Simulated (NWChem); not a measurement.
Molecule: PbHSI, singlet; SMILES [SH][Pb][I]

```xyz
4

Pb     0.4638    -0.8755     0.0000
I     -0.0921     1.8990     0.0000
S     -1.9695    -1.6201     0.0000
H     -1.6384    -2.9332     0.0000
```
Atoms are numbered in this order, from 1.

All runs: NWChem. Low-valent species are run as closed-shell singlets; no triplet was tried in these runs. The geometry was optimised at PBE0/def2-SVP. def2 effective core potentials on I, Pb; no spin-orbit coupling. Level PBE/def2-SVP: energy and gradient on several grids; changes count from the extra-fine grid, which is no exact limit either.

**Question.** Which is the coarsest grid (medium; xcoarse; xfine; coarse; fine) from which on the energy stays within 50 μHa and each gradient component within 100 μHa/bohr of xfine?

**Answer.** medium.
| grid | size of the energy change (μHa) | largest change of a gradient component (μHa/bohr) |
|---|---|---|
| xcoarse | 200 | 3000 |
| coarse | 30 | 200 |
| medium | < 10 | 40 |
| fine | < 10 | < 30 |
| xfine | < 10 | < 30 |
